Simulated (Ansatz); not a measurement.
Consider the ligand exchange at a B–O bond: `OB(O[SiH3])O[SiH3]` + HCl → `OB(Cl)O[SiH3]` + silanol.

Program: Ansatz. Geometries: PBE0-D4/def2-TZVP. ΔE: electronic, gas phase. CBS: MP2 limit from def2 TZ/QZ plus the TZ coupled-cluster correction, frozen cores. This one scheme is used for every species. Functionals use def2-TZVPP. Each species was taken in one conformer, which may not be the lowest.

`OB(O[SiH3])O[SiH3]`:

```xyz
13

O     2.102    0.017    0.047
B     0.773    0.126   -0.237
O     0.354    0.675   -1.415
Si   -1.194    0.901   -1.954
O    -0.141   -0.319    0.672
Si    0.064   -1.018    2.157
H     2.657    0.360   -0.657
H    -1.901   -0.399   -2.069
H    -1.081    1.531   -3.290
H    -1.939    1.798   -1.036
H    -1.295   -1.299    2.676
H     0.772   -0.090    3.073
H     0.828   -2.284    2.034
```

HCl:

Z-matrix (Å, degrees):
```
Cl
H 1 1.279
```

`OB(Cl)O[SiH3]`:

Cartesian coordinates in Å:
```
O -1.192 -0.742 1.023
B -0.712 0.516 0.869
Cl -1.340 1.840 1.870
O 0.242 0.781 -0.039
Si 1.039 -0.195 -1.118
H -1.870 -0.817 1.698
H 1.991 0.678 -1.841
H 0.071 -0.796 -2.068
H 1.770 -1.263 -0.394
```

`O[SiH3]`:

Z-matrix (Å, degrees):
```
Si
O 1 1.648
H 1 1.489 2 111.7
H 1 1.489 2 111.7 3 120.9
H 1 1.481 2 105.9 3 -119.6
H 2 0.957 1 117.9 3 -60.5
```

```json
{"level": "B2PLYP", "ΔE (kJ/mol)": "44.4"}
{"level": "BHLYP", "ΔE (kJ/mol)": "49.7"}
```

(1) What does CCSD(T)/CBS give? (Estimate.)

(2) What do rigid-rotor, harmonic-oscillator terms from PBE0-D4/def2-TZVP frequencies (298.15 K, 1 bar) make of the CCSD(T)/CBS value? (Best estimate.)

Largest T1 diagnostic among the species: 0.012.

Results:

(1) The calculation gave: +46.7 kJ/mol. The listed levels differ from it by -2.3, 3.0 kJ/mol.

(2) The calculation gave: ΔZPE = +6.2 kJ/mol, ΔH = +50.7 kJ/mol, ΔS = 21 J/(mol·K), ΔG = +44.4 kJ/mol.

From PBE to PBE0 (25 % exact exchange), in def2-TZVPP and without D4, ΔE moves by +4.9 kJ/mol. At CCSD(T), def2-SVP lies +10.7 kJ/mol from the extrapolated value and def2-TZVPP +2.4 kJ/mol. The D4 term adds +4.8 kJ/mol with B3LYP and +3.1 kJ/mol with PBE0; it sums over pairs of atoms, weighted by their polarisabilities, and B3LYP, whose exchange is more repulsive, gets the larger term.

CCSD(T)/CBS has its own doubt, a few kJ/mol and more with outer-core shells, so smaller differences from it don't rank the levels.

B3LYP here is the variant with VWN-RPA as its local correlation; programs differ in this.
